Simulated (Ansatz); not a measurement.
Interaction energy ladder

The pair of AsH3 (SMILES [AsH3], atoms 1–4) and AsH3 (SMILES [AsH3], atoms 5–8), both closed shells, in one local arrangement (a lower one may exist), relaxed at PBE0-D4/def2-TZVP:

As1  (-0.421, 0.030, -1.793)
H2  (-0.791, 0.057, -3.271)
H3  (0.810, 0.893, -2.020)
H4  (0.376, -1.255, -1.950)
As5  (0.430, -0.030, 1.801)
H6  (-0.373, 1.253, 1.942)
H7  (-0.802, -0.896, 2.006)
H8  (0.773, -0.054, 3.285)
(Å)

Program: Ansatz 0.2.0. Basis: def2-TZVPPD, with def2-QZVPPD for the basis limit. Cores are frozen in the correlated methods. Filled d shells of the heavier atoms are correlated. The def2 sets are not built for correlating such inner shells, so the correlated values are less sure here. Extrapolation: Hartree–Fock as exp(−7.88 √X), correlation as X^−2.97. Interaction energies count from these two fragments, frozen as in the pair, with the counterpoise correction; negative means bound.

(1) What is the interaction energy by CCSD(T) at an estimated basis limit (MP2 extrapolated from triple and quadruple zeta, plus CCSD(T) − MP2 in triple zeta)? (To be estimated.)

(2) Which atoms make the shortest contact between the fragments?

No T1 diagnostic of these runs exceeds 0.012.

## Answers

(1) The calculation gives: -1.33 kcal/mol. Hartree–Fock alone gives 1.04 kcal/mol at the basis limit, so without correlation the pair would not bind at this distance. Plain CCSD(T) in triple zeta gives -0.83 kcal/mol; the step to the limit is large here, so the limit is uncertain. It counts from the two fragments frozen as in the pair.

(2) As1 and As5, 3.69 Å apart.

Basis-set superposition shift (counterpoise-corrected less uncorrected): CCSD(T) 0.54; MP2 0.57; HF 0.15; PBE0-D4 0.15; wB97M-V 0.20 kcal/mol.

For scale, one of the runs: CCSD(T)/def2-TZVPPD, 210 basis functions, launched by `ansatz run in.yaml --threads 4 --pin off --events-out ev --progress --plain --max-ram 9574MiB`. Hardware: 4 CPU threads of an Intel Xeon 6975P-C, shared host. Wall time 30 s; peak host memory 3 GiB.
